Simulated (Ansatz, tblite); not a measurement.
Forces on the cluster Cs3I2 at its PBE-D4/def2-SVP geometry. The state is a doublet with charge 0.

In the def2 sets Cs, I take a core potential; there is no spin–orbit coupling. The xTB rows come from tblite. Another isomer (doublet) lies 0.21 eV lower at PBE0-D4/def2-TZVP; other spin states weren't run for this one.

GFN1-xTB (tblite), largest force 0.33 eV/Å:

```xyz
5
positions Å, forces eV/Å
Cs    1.349    2.274   -2.484   -0.107   -0.213    0.181
Cs    0.230   -2.852   -2.232   -0.006    0.254    0.158
Cs   -0.896    0.329    2.707    0.103   -0.038   -0.310
I    -1.018   -2.929    1.152   -0.014   -0.087   -0.011
I     0.335    3.178    0.858    0.024    0.084   -0.019
```

GFN2-xTB (tblite), largest force 0.22 eV/Å:

```
Cs 0.009 -0.155 -0.112
Cs 0.070 0.126 -0.125
Cs 0.007 -0.003 -0.024
I -0.006 0.183 0.122
I -0.080 -0.151 0.139
```

PBE-D4/def2-TZVP (Ansatz), largest force 0.06 eV/Å:

```
Cs -0.021 0.003 0.060
Cs -0.020 0.012 0.060
Cs 0.019 -0.007 -0.060
I 0.020 0.035 -0.031
I 0.002 -0.042 -0.028
```
